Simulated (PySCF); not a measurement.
## Bi(44+): ionisation energy

Bi(44+) [Kr] 4d3 [4d3/2^3, M_J = 3/2] → Bi(45+) [Kr] 4d2 [4d3/2^2, M_J = 2], as a difference of total energies. Calculation: PySCF 2.14, in an uncontracted even-tempered set (16 s from 5.8 bohr⁻², ratio 2.8; 14 p from 7.5 bohr⁻², ratio 2.8; 9 d from 7.5 bohr⁻², ratio 2.8; 3 f from 28 bohr⁻², ratio 3); the two-component X2C-1e Hamiltonian. Correlated levels: [Ar] 3d10 frozen; the 90 highest virtual spinors dropped. "Screened" scales the spin-orbit matrix elements by Boettger's factors to mimic the two-electron term; Breit and QED terms are absent.

```
                    method  ionisation energy (eV)
           GHF (spin-free)                  2239.7
          GMP2 (spin-free)                  2239.6
 GHF (screened spin-orbit)                  2254.4
GMP2 (screened spin-orbit)                  2255.0
```

Breit and QED terms and the two-electron picture change are absent.

The spin-free rows relax to the high-spin LS determinant and lack the spin-orbit shift.

The labels give the starting determinants; with spin-orbit coupling the two ends relaxed to ⟨J²⟩ = 3.76, ⟨L²⟩ = 7.70, ⟨S²⟩ = 2.16 and ⟨J²⟩ = 6.01, ⟨L²⟩ = 10.20, ⟨S²⟩ = 1.62.

For comparison: 2253 ± 4 eV (theoretical estimate listed by NIST; NIST Atomic Spectra Database, ionization energies).
